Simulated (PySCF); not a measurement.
## SMILES OCc1ccc(Cl)cc1, C₇H₇ClO

Geometry (Å), atoms numbered from 1 in this order:
```xyz
16

O     2.739    0.942    0.239
C     2.070   -0.286    0.221
C     0.572   -0.163    0.079
C    -0.187   -1.191   -0.487
C    -1.571   -1.091   -0.588
C    -2.207    0.060   -0.124
Cl   -3.929    0.199   -0.253
C    -1.470    1.102    0.437
C    -0.086    0.982    0.537
H     2.547    1.394   -0.591
H     2.455   -0.963   -0.567
H     2.305   -0.773    1.184
H     0.312   -2.090   -0.861
H    -2.163   -1.893   -1.031
H    -1.983    1.997    0.793
H     0.504    1.790    0.975
```

Level of theory: quadratic response CAM-B3LYP/aug-cc-pVDZ first hyperpolarisability, Taylor convention, gas phase in PySCF 2.14.0. Geometry: PBE0-D3(BJ)/def2-SVP.

Q: Give the tensor of the second harmonic β(−2ω;ω,ω) at 1907 nm in the axes of these coordinates.

A: In au, Taylor convention; rows are the first index (the induced dipole):
```csv
,xx,yy,zz,xy,xz,yz
x,-107.9,-5.6,-6.5,+11.9,+2.7,+7.3
y,+11.9,+32.4,+5.0,-5.7,+7.0,+16.4
z,+2.7,+16.5,+13.2,+7.0,-6.4,+5.0
```
Norm of βᵢ = ⅓ Σⱼ (βᵢⱼⱼ + βⱼᵢⱼ + βⱼⱼᵢ): 133.7 au, hyper-Rayleigh value 52.6 au.
